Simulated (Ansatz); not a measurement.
Relaxation of FH₃HfO₃ (8 atoms, charge 0, multiplicity 1), to a largest force component of 0.02 eV/Å in at most 40 steps.

Method: RKS PBE-D4/def2-SVP (Ansatz 0.2.0).

```xyz
8
Properties=species:S:1:pos:R:3:forces:R:3
Hf 0.000 0.000 0.000 0.31 0.39 -0.75
F 0.000 0.000 1.980 -0.08 -0.10 -1.28
O 1.952 0.000 -0.689 -1.59 -1.48 0.53
H 2.268 -0.952 -0.806 -0.20 1.35 0.06
O -0.975 1.689 -0.689 -0.48 -2.14 0.39
H -1.933 1.458 -0.912 1.24 0.55 0.20
O -0.975 -1.689 -0.689 0.30 1.05 2.06
H -1.430 -2.155 0.083 0.50 0.38 -1.21
```

Where does it end, and by what steps?

The run converged. The force dipped under the threshold on the way, but the program's further checks kept it going. After 9 steps the energy has fallen by 0.790 eV; H6 moved furthest, 0.73 Å.

```tsv
step	energy less start (eV)	largest force component (eV/Å)	accepted
0	0.0000	2.136	yes
1	-0.4394	1.651	yes
2	-0.5528	0.962	yes
3	-0.6467	0.491	yes
4	-0.7139	0.456	yes
5	-0.7697	0.176	yes
6	-0.7883	0.051	yes
7	-0.7899	0.006	yes
8	-0.7900	0.037	yes
9	-0.7901	0.002	yes
```

```xyz
8
Properties=species:S:1:pos:R:3
Hf -0.101 -0.138 0.149
F 0.083 0.216 2.045
O 1.668 -0.294 -0.618
H 2.494 -0.391 -1.105
O -1.063 1.334 -0.657
H -1.528 2.010 -1.163
O -1.083 -1.791 -0.070
H -1.561 -2.595 -0.302
```

Whether the end is a true minimum wasn't checked by a vibrational analysis.

The run took 24 s on 2 threads of Arm Neoverse V1, with other jobs on the host, peak memory 0.14 GiB.
